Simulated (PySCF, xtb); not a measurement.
AgF, SMILES [F][Ag], multiplicity 1.

xtb with GFN2-xTB at its own geometry gives an orbital gap of 3.79 eV and a dipole moment of 6.36 D.

The structure is a stationary point at B3LYP-D3(BJ)/def2-TZVPD. The spin state was assumed, not searched. The def2 effective core potentials stand for the cores of Ag; spin–orbit coupling is left out.

Task: What does B3LYP/def2-TZVPD in PySCF give? (Estimate from the structure and the level; the computed values follow.)

Result: gap 4.19 eV (levels -7.93 and -3.73 eV), dipole 5.80 D.
